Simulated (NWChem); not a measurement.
System: SrO; SMILES [O]=[Sr]

The following NWChem deck was run.

```
start job
memory heap 200 mb stack 900 mb global 1100 mb
geometry units angstroms noautosym nocenter noautoz
  Sr     0.000000     0.000000    -0.323726
  O      0.000000     0.000000     1.628569
end
basis spherical bse
  Sr library x2c-svpall-s
  O library x2c-svpall-s
end
relativistic
  zora on
  zora:cutoff 1d-30
end
dft
  xc xpbe96 cpbe96
  grid fine
  iterations 150
end
property
  shielding
end
task dft property
```

Output (shortened):

```
             Northwest Computational Chemistry Package (NWChem) 7.3.0
             --------------------------------------------------------

                             Geometry "geometry" -> ""
                             -------------------------

 Output coordinates in angstroms (scale by  1.889725989 to convert to a.u.)

  No.       Tag          Charge          X              Y              Z
 ---- ---------------- ---------- -------------- -------------- --------------
    1 Sr                  38.0000     0.00000000     0.00000000    -0.32372600
    2 O                    8.0000     0.00000000     0.00000000     1.62856900

 Effective nuclear repulsion energy (a.u.)      82.4003973252

  pbe96 is a nonlocal functional; adding pw91lda local functional.
                              NWChem Property Module
                              ----------------------

  itol2e modified to match energy
  convergence criterion.

                                 NWChem DFT Module
                                 -----------------

 Summary of "ao basis" -> "ao basis" (spherical)
 ------------------------------------------------------------------------------
       Tag                 Description            Shells   Functions and Types
 ---------------- ------------------------------  ------  ---------------------
 Sr                       x2c-svpall-s              18       56   6s6p5d1f
 O                        x2c-svpall-s               7       17   3s3p1d

  itol2e modified to match energy
  convergence criterion.

            General Information
            -------------------
          SCF calculation type: DFT
          Wavefunction type:  closed shell.
          No. of atoms     :     2
          No. of electrons :    46
           Alpha electrons :    23
            Beta electrons :    23
          Charge           :     0
          Spin multiplicity:     1
          Use of symmetry is: off; symmetry adaption is: off
          Maximum number of iterations: 150
          AO basis - number of functions:    73
                     number of shells:    25
          Convergence on energy requested:  1.00D-07
          Convergence on density requested:  1.00D-05
          Convergence on gradient requested:  5.00D-04

              XC Information
              --------------
          PerdewBurkeErnzerhof Exchange Functional  1.000
            Perdew 1991 LDA Correlation Functional  1.000 local
           PerdewBurkeErnz. Correlation Functional  1.000 non-local

             Grid Information
             ----------------
          Grid used for XC integration:  fine
          Radial quadrature: Mura-Knowles
          Angular quadrature: Lebedev.
          Tag              B.-S. Rad. Rad. Pts. Rad. Cut. Ang. Pts.
          ---              ---------- --------- --------- ---------
          Sr                  2.00      141          12.0       974
          O                   0.60       70           8.0       590
          Grid pruning is: on
          Number of quadrature shells:   211
          Spatial weights used:  Erf1

      Superposition of Atomic Density Guess
      -------------------------------------

 Sum of atomic energies:       -3180.95091929
          Performing ZORA calculations
          ----------------------------

       Generating atomic ZORA corrections
       ----------------------------------

      Superposition of Atomic Density Guess
      -------------------------------------

 Sum of atomic energies:       -3180.95091929

      Non-variational initial energy
      ------------------------------

 Total energy =   -3180.768729
 1-e energy   =   -4584.946779
 2-e energy   =    1321.777653
 HOMO         =      -0.442394
 LUMO         =      -0.149586

   convergence    iter        energy       DeltaE   RMS-Dens  Diis-err
 ---------------- ----- ----------------- --------- --------- ---------
 d= 0,ls=0.0,diis     1  -3273.4196876862 -3.36D+03  6.13D-02  2.26D+02
 d= 0,ls=0.0,diis     2  -3264.7723436122  8.65D+00  9.95D-02  2.84D+01
 d= 0,ls=0.0,diis     3  -3263.8274975826  9.45D-01  6.09D-02  1.12D+02
 d= 0,ls=0.0,diis     4  -3270.3338097364 -6.51D+00  1.40D-02  3.88D+01
 d= 0,ls=0.0,diis     5  -3272.1865845235 -1.85D+00  1.60D-02  1.81D+01
 d= 0,ls=0.0,diis     6  -3273.6553250172 -1.47D+00  2.11D-02  4.58D+00
 d= 0,ls=0.0,diis     7  -3274.0472956839 -3.92D-01  6.06D-03  1.24D+00
 d= 0,ls=0.0,diis     8  -3274.1736464245 -1.26D-01  1.49D-03  2.11D-02
  Resetting Diis
 d= 0,ls=0.0,diis     9  -3274.1741537486 -5.07D-04  1.23D-03  1.33D-02
 d= 0,ls=0.0,diis    10  -3274.1754435618 -1.29D-03  2.66D-03  8.30D-04
 d= 0,ls=0.0,diis    11  -3274.1704363556  5.01D-03  2.00D-03  4.35D-02
 d= 0,ls=0.0,diis    12  -3274.1755544108 -5.12D-03  1.61D-04  1.01D-04
 d= 0,ls=0.0,diis    13  -3274.1755687270 -1.43D-05  2.62D-05  6.70D-06
 d= 0,ls=0.0,diis    14  -3274.1755694962 -7.69D-07  6.75D-06  3.90D-07
 d= 0,ls=0.0,diis    15  -3274.1755695486 -5.24D-08  1.16D-06  8.47D-09

      Commencing ZORA Property Calculations
      -------------------------------------

(nogshift,skip_gshiftAOev,done_Fji)=( 1,F,T)

         Total DFT energy =    -3274.175569548588
      One electron energy =    -4689.873196373428
           Coulomb energy =     1447.483147074049
    Exchange-Corr. energy =     -114.185917574362
 Nuclear repulsion energy =       82.400397325152

       Scaling correction =       25.569600950673

 Numeric. integr. density =       45.999999645151

                       DFT Final Molecular Orbital Analysis
                       ------------------------------------

 Vector   21  Occ=2.000000D+00  E=-1.400695D-01
              MO Center= -6.1D-10,  4.9D-10,  1.4D+00, r^2= 1.4D+00
   Bfn.  Coefficient  Atom+Function         Bfn.  Coefficient  Atom+Function
  ----- ------------  ---------------      ----- ------------  ---------------
    66      0.297750  2 O  px                63      0.288037  2 O  px
    67     -0.287810  2 O  py                64     -0.278420  2 O  py
    60      0.156034  2 O  px                61     -0.150824  2 O  py
    43     -0.126213  1 Sr d  1              41     -0.121999  1 Sr d -1
    38     -0.107187  1 Sr d  1              36     -0.103609  1 Sr d -1

 Vector   22  Occ=2.000000D+00  E=-1.400695D-01
              MO Center=  1.1D-10,  4.6D-10,  1.4D+00, r^2= 1.4D+00
   Bfn.  Coefficient  Atom+Function         Bfn.  Coefficient  Atom+Function
  ----- ------------  ---------------      ----- ------------  ---------------
    67      0.297750  2 O  py                64      0.288037  2 O  py
    66      0.287810  2 O  px                63      0.278420  2 O  px
    61      0.156034  2 O  py                60      0.150824  2 O  px
    41      0.126213  1 Sr d -1              43     -0.121999  1 Sr d  1
    36      0.107187  1 Sr d -1              38     -0.103609  1 Sr d  1

 Vector   23  Occ=2.000000D+00  E=-1.323941D-01
              MO Center= -2.9D-10,  1.1D-09,  1.1D+00, r^2= 2.6D+00
   Bfn.  Coefficient  Atom+Function         Bfn.  Coefficient  Atom+Function
  ----- ------------  ---------------      ----- ------------  ---------------
    65      0.404714  2 O  pz                68      0.406049  2 O  pz
     5     -0.323240  1 Sr s                  4      0.264742  1 Sr s
    24      0.229848  1 Sr pz                62      0.217771  2 O  pz
    37     -0.201519  1 Sr d  0              21      0.148501  1 Sr pz
    42     -0.143163  1 Sr d  0               6      0.093670  1 Sr s

[...]

          -----------------------------------------
          Chemical Shielding Tensors (GIAO, in ppm)
          -----------------------------------------

                                NWChem CPHF Module
                                ------------------

  scftype          =     RHF
  nclosed          =       23
  nopen            =        0
  variables        =     1150
  # of vectors     =        3
  tolerance        = 0.10D-03
  level shift      = 0.00D+00
  max iterations   =       50
  max subspace     =       30

 SCF residual:    5.2146564625560018E-006

Iterative solution of linear equations
  No. of variables     1150
  No. of equations        3
  Maximum subspace       30
        Iterations       50
       Convergence  1.0D-04

   iter   nsub   residual    time
   ----  ------  --------  ---------
     1      3    9.36D-06      78.9

      Atom:    1  Sr
        Diamagnetic
   3477.0125      0.0000      0.0000
      0.0000   3477.0125     -0.0000
      0.0000     -0.0000   3478.6739

        Paramagnetic
   -473.3334     -0.0000      0.0000
     -0.0000   -473.3334     -0.0000
      0.0000     -0.0000     18.4596

        Total Shielding Tensor
   3003.6791     -0.0000      0.0000
     -0.0000   3003.6791     -0.0000
      0.0000     -0.0000   3497.1335

           isotropic =    3168.1639
          anisotropy =     493.4544

          Principal Components and Axis System
                 1           2           3
             3497.1335   3003.6791   3003.6791

      1         0.0000     -0.0420      0.9991
      2        -0.0000      0.9991      0.0420
      3         1.0000      0.0000     -0.0000

      Atom:    2  O
        Diamagnetic
    392.0749     -0.0000      0.0000
     -0.0000    392.0749     -0.0000
      0.0000     -0.0000    416.0466

        Paramagnetic
  -1269.3339     -0.0000     -0.0000
     -0.0000  -1269.3339     -0.0000
     -0.0000     -0.0000      0.0817

        Total Shielding Tensor
   -877.2590     -0.0000     -0.0000
     -0.0000   -877.2590     -0.0000
     -0.0000     -0.0000    416.1282

           isotropic =    -446.1299
          anisotropy =    -646.6936

          Principal Components and Axis System
                 1           2           3
             -877.2590   -877.2590    416.1282

      1         0.0822      0.9966     -0.0000
      2         0.9966     -0.0822     -0.0000
      3         0.0000      0.0000      1.0000
```

Level: PBE/x2c-SVPall-s, scalar ZORA without spin-orbit coupling, GIAO. Coordinates come from a PBE0/def2-SVP (def2 core potentials past Kr) optimisation. The printed shielding anisotropy is the first printed principal value minus the mean of the other two.
